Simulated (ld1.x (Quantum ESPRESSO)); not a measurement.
## Before and after: RRKJ potential for Mg (Z = 12)

* Element: magnesium (Mg)
* Generator: ld1.x (Quantum ESPRESSO) 7.5
* Type: norm-conserving RRKJ (Kleinman–Bylander form)
* Functional: PBEsol
* Relativity: scalar-relativistic
* Frozen core: [Ne]
* Valence charge: 2
* Reference configuration: 3s0.5 3p0 (charge +1.5)
* Partial waves: 3p (bound, empty): rc 2.70 bohr; 3d channel at 0.1 Ry: rc 2.40 bohr; 3s (bound): rc 2.50 bohr
* Local potential: the s channel
* Core correction: a·sin(br)/r model core, default radius (core density twice the valence density)
* rho0: 0.02

Change: wave 3s (bound): rc 2.50 bohr becomes 3s (bound): rc 1.70 bohr.

Cutoffs: the cutoffs (Ry, on a coarse ladder) from which the occupation-weighted sum of valence levels, in a spherical-Bessel basis at the reference potential, stays within 10 and 1 mRy of its value at 400 Ry; they do not see the model core or the augmentation charge, which bear on the density cutoff. Errors are all-electron minus pseudo energies relative to the spin-unpolarised reference configuration.

Problem. How do hardness, ghosts and transferability respond?

Solution. The potential gets harder (6 Ry and 8 Ry → 6 Ry and 25 Ry); the errors of the 6 common tests hardly move; neither file shows a bound ghost. A smaller radius makes the pseudo-wave follow the all-electron one further in, where it bends more sharply, so more plane waves are needed.

```tsv
quantity	base	changed
cutoff, loose	6 Ry	6 Ry
cutoff, tight	8 Ry	25 Ry
bound ghosts	none	none
error for 3s2 3p0, meV [ΔE -14.45 eV]	+31	+32
error for 3s1 3p0, meV [ΔE -6.53 eV]	+7.4	+7.9
error for 3s1.5 3p0, meV [ΔE -11.32 eV]	+20	+21
error for 3s0 3p1, meV [ΔE -2.22 eV]	-0.5	-0.2
error for 3s1 3p1, meV [ΔE -10.98 eV]	+26	+25
error for 3s0 3p2, meV [ΔE -7.33 eV]	+12	+12
s: phases at 2.96 bohr within 0.05 rad from the reference energy up to (Ry; the scan ends near 5)	0.9	0.9
p: phases at 2.96 bohr within 0.05 rad from the reference energy up to (Ry; the scan ends near 5)	0.8	0.7
d: phases at 2.96 bohr within 0.05 rad from the reference energy up to (Ry; the scan ends near 5)	2.5	2.4
```
